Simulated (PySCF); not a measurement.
A PySCF script (with the pyscf-properties extension) for the NMR shieldings of `InChI=1S/C4H13BN2Si/c1-3-5(6-2)4-7-8/h1,5,7H,4,6H2,2,8H3/t5-/m0/s1`, on a GFN2-xTB geometry:

```python
import basis_set_exchange as bse
import numpy as np
from pyscf import gto, dft
from pyscf.prop import nmr

atoms = """
C    -1.784660   -2.035389    1.455521
C    -1.310269   -0.937410    1.336684
B    -0.641477    0.453666    1.176354
C     0.991234    0.297235    1.168813
N     1.377005   -0.508013    0.000009
Si    2.876780   -0.374784   -0.818449
N    -0.916734    0.935234   -0.367356
C    -2.264943    0.759583   -0.893623
H    -2.208341   -2.991815    1.575817
H    -1.060033    1.286097    1.917472
H     1.373102   -0.158363    2.089394
H     1.495654    1.263209    1.071663
H     0.968123   -1.429498    0.087976
H     2.998548    1.051923   -1.147061
H     2.685012   -1.182674   -2.026510
H     4.101836   -0.796867   -0.124768
H    -0.621180    1.904146   -0.443231
H    -0.225357    0.358816   -0.865242
H    -2.552319   -0.283048   -0.770864
H    -2.330026    1.034570   -1.947909
H    -2.960876    1.370325   -0.320460
"""
names = dict.fromkeys(["C", "B", "N", "Si", "H"], "pcSseg-1")
basis = {el: gto.basis.parse(bse.get_basis(n, elements=[el], fmt="nwchem")) for el, n in names.items()}
mol = gto.M(atom=atoms, basis=basis, charge=0, verbose=0)
mf = dft.RKS(mol, xc="PBE0")
mf.grids.level = 2
mf.grids.alignment = dft.numint.BLKSIZE   # the property module wants whole blocks of grid points
mf.conv_tol = 1e-9
mf.kernel()

calc = nmr.RKS(mf)   # GIAO
C = mf.mo_coeff
Co = C[:, mf.mo_occ > 0]
resp = mf.gen_response(singlet=True, hermi=2)
def vind(x):   # induced exchange potential for any number of trial vectors
    d = np.einsum("pi,xij,qj->xpq", C, 2 * x.reshape(-1, C.shape[1], Co.shape[1]), Co, optimize=True)
    return np.einsum("xpq,pi,qj->xij", resp(d - d.transpose(0, 2, 1)), C, Co, optimize=True).ravel()
mo1, _ = nmr.rhf.solve_mo1(calc, with_cphf=vind)
sigma = calc.kernel(mo1)
for i, s in enumerate(sigma):   # ppm
    print("%2d %-2s %9.2f" % (i, mol.atom_pure_symbol(i), np.trace(s) / 3))
```

**Question.** What does it print?

**Answer.** 
```
 0 C      94.03
 1 C      84.70
 2 B     121.15
 3 C     145.53
 4 N     249.20
 5 Si    403.19
 6 N     220.26
 7 C     156.33
 8 H      30.08
 9 H      29.29
10 H      29.05
11 H      30.17
12 H      31.33
13 H      27.38
14 H      27.01
15 H      26.92
16 H      29.80
17 H      25.74
18 H      28.19
19 H      29.29
20 H      29.19
```

These numbers come from an equivalent density-fitted implementation of the same equations, which agrees with the script to about 0.01 ppm for H and up to a few tenths of a ppm for heavy atoms, so last digits may differ.

Size and cost of the density-fitted run: 208 basis functions, 45 s wall time on 1 thread of an Arm Neoverse V1, shared host; peak memory 1 GiB.
